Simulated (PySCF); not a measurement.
Working out the ionisation energy of P⁺

P⁺ [Ne] 3s2 3p2 (3P) → P²⁺ [Ne] 3s2 3p1 (2P). Computed with PySCF 2.14 in ANO-RCC-VTZP, with scalar relativity by spin-free X2C-1e. Frozen: 1s2. Energies in hartree (1 hartree = 27.21139 eV):

```json
{"part": "UHF", "P⁺ (lower)": "-341.169633", "P²⁺ (upper)": "-340.465347"}
{"part": "MP2 opposite-spin", "P⁺ (lower)": "-0.062737", "P²⁺ (upper)": "-0.054155"}
{"part": "MP2 same-spin", "P⁺ (lower)": "-0.015800", "P²⁺ (upper)": "-0.008313"}
```

What does Hartree-Fock give?

(-340.465347) − (-341.169633) = 0.704286 hartree = 19.165 eV.

What do MP2 and SCS-MP2 (6/5 opposite-spin, 1/3 same-spin) give?

The opposite-spin parts differ by 0.234 eV and the same-spin parts by 0.204 eV. MP2: 19.165 + (0.234) + (0.204) = 19.603 eV. SCS-MP2: 19.165 + 1.2 × (0.234) + (0.204)/3 = 19.514 eV.

A first-order spin-orbit estimate adds -0.007 eV to MP2 (valence and next inner shell), giving 19.596 eV against 19.769 eV (semi-empirical (NIST evaluation); NIST Atomic Spectra Database, ionization energies).

What remains against the reference includes basis incompleteness, the frozen core and correlation beyond second order.
